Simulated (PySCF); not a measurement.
Compounds:

A. SMILES O(C/C(=C/F)F)C(F)(F)F
B. SMILES O1C[C@]2([C@H](C#N)OC2)[C@@H]1F
C. `CNc1cccc(O)c1`

Spectrum 1. ¹³C{¹H} NMR (computed): δ 119.7 (CH), 119.4 (C), 80.5 (CH2), 78.8 (CH2), 71.3 (CH), 50.8 (C).

Spectrum 2. ¹³C{¹H} NMR (computed): δ 152.4 (C), 145.9 (CH), 131.3 (C), 66.1 (CH2).

Spectrum 3. ¹³C{¹H} NMR (computed): δ 165.2 (C), 154.9 (C), 136.2 (CH), 110.0 (CH), 107.6 (CH), 96.8 (CH), 31.8 (CH3).

[PySCF 2.14: coordinates at the GFN2-xTB level; NMR shieldings at PBE0/pcSseg-1/GIAO; a single conformation; one averaged value for each set of equivalent atoms; relativity neglected; no solvent]

Referencing at the same level of theory: TMS for ¹³C. Splittings of carbon signals by F and P are missing where no couplings were computed. Shifts are as computed. Against solution values, carbons near 30 ppm lie about +3 ppm off and those near 130 ppm about +5 ppm (rms about the fit 2.1 ppm; single classes can miss by 10 ppm). Of 1328 compounds with measured shifts, 309 miss one by over three times the rms of a fit or turn the order of signals round; such compounds aren't used in these exercises. Signals without a measured value on file couldn't be tested in this way; 1H shifts scatter by 0.2 ppm about their fit, and single ones miss by 0.5 ppm.

Match each spectrum to its structure.

Answers

1–B, 2–A, 3–C.

- Spectrum 1 (B): 6 ¹³C signals; δC 119.7 is an sp3 CH bonded to F and O; δC 119.4 is a nitrile carbon.
- Spectrum 2 (A): 4 ¹³C signals; δC 152.4 is a fully substituted alkene carbon; δC 145.9 is an alkene CH.
- Spectrum 3 (C): 7 ¹³C signals; δC 165.2 is an aromatic carbon bearing oxygen; δC 154.9 is an aromatic carbon bearing nitrogen.
